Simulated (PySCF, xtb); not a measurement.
W(O)(F)3(OMe) (CH3F3O2W), SMILES [F][W]([F])([O]C)(=[O])[F], multiplicity 1. Other conformers were not sampled.

Harmonic wavenumbers (cm⁻¹) from GFN2-xTB in xtb 6.7.1 at its own minimum, in rising order: 25, 68, 109, 149, 199, 234, 240, 245, 262, 309, 363, 397, 428, 472, 867, 1054, 1108, 1116, 1377, 1415, 1440, 2794, 2837, 2905.

Q: What does PBE0-D3(BJ)/def2-SVP (PySCF 2.14.0) give at its own minimum? (An estimate is asked for; the answer gives what the named calculation found.)

A: 30, 66, 101, 108, 254, 266, 283, 300, 310, 381, 578, 665, 698, 717, 1084, 1161, 1172, 1233, 1449, 1461, 1470, 3041, 3143, 3164. Paired by order, the mean absolute difference is 118 cm⁻¹ and the zero-point energies are 29.2 and 33.1 kcal/mol.
